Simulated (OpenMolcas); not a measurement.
## Cu2+: from CASSCF to CASPT2

```
Program             : OpenMolcas
Basis               : ANO-L-VTZP [6s5p3d2f1g]
Scalar Hamiltonian  : non-relativistic, point nucleus
Active space        : 9 electrons in 6 orbitals (3d 4s)
State averaging     : 2S+1 = 2 even, 29 roots; 2S+1 = 4 even, 10 roots kept (CI in the orbitals of an earlier block)
Spin-orbit coupling : state interaction with AMFI integrals over the reference wave functions, term energies averaged over their components
```

Methods on the same reference wave functions:
A. CASSCF
B. SS-CASPT2, IPEA 0.25 Eh, imaginary shift 0.1 Eh (closed shells correlated: 3s 3p)
C. MS-CASPT2, IPEA 0.25 Eh, imaginary shift 0.1 Eh (closed shells correlated: 3s 3p)

Energies in eV above 3d9 2D 5/2, the measured ground level; measured values from Sugar and Musgrove, J. Phys. Chem. Ref. Data 19, 527 (1990).

```tsv
Level	A	B	C	Measured
3d9 2D 5/2	0.0000	0.0000	0.0000	0.0000
3d9 2D 3/2	0.2754	0.275	0.275	0.2569
3d8 4s 4F 9/2	4.6672	8.018	8.018	7.5389
3d8 4s 4F 7/2	4.8199	8.166	8.166	7.6951
3d8 4s 4F 5/2	4.9509	8.299	8.299	7.8294
3d8 4s 4F 3/2	5.0431	8.391	8.391	7.9209
3d8 4s 2F 7/2	5.4689	8.655	8.656	8.3090
3d8 4s 2F 5/2	5.7111	8.891	8.892
```

Deviations, from unrounded energies. A percentage is the sum of absolute deviations over the sum of measured energies, with the sign that they share, or ± where signs differ.

```json
{"Against measurement": "mean absolute deviation (cm-1)", "Levels": "6", "A": "19000", "B": "3000", "C": "3000"}
{"Against measurement": "fine structure of the ground term (%)", "Levels": "1", "A": "+7.2", "B": "+7.2", "C": "+7.2"}
{"Against measurement": "other configurations (%)", "Levels": "5", "A": "-36.5", "B": "+5.7", "C": "+5.7"}
```

B, C lie about equally close to measurement and A furthest from it. The largest miss of B in the table is 3d8 4s 4F 9/2, by +3900 cm-1. The ranking rests on the paired levels alone, and a cruder setting can come out closer through cancelling errors.

Between B and C no level of the table moves by more than 5 cm-1.

The two smallest mean deviations differ by little beside CASPT2's spread within terms, so their order carries little weight.

The lowest spin-free term lies below A's lowest term by 0.732 hartree in B, 0.732 hartree in C.

Term energies are means over components that CASPT2 splits; among the terms shown or strongly mixed into the levels shown the widest spread is 900 cm-1 (3d8 4s 2F, C). Terms from blocks run as CI alone lack orbitals of their own. A single d shell beside an s shell can misplace configurations of different d count against each other. Without dynamic correlation excited terms often stand tens of per cent too high (terms of higher spin than the ground term too low), and those without a measured partner can miss by more than the paired ones (holds for A). Measured partners are found by configuration, term and J. A level has none where our copy of the source lacks it or the pairing is in doubt (some pairs that miss far off the trend of their configuration count as doubtful), and it then counts in no deviation. Levels of configurations outside the active space are missing. Levels that lie high or do not pair safely by name in every column are left out.
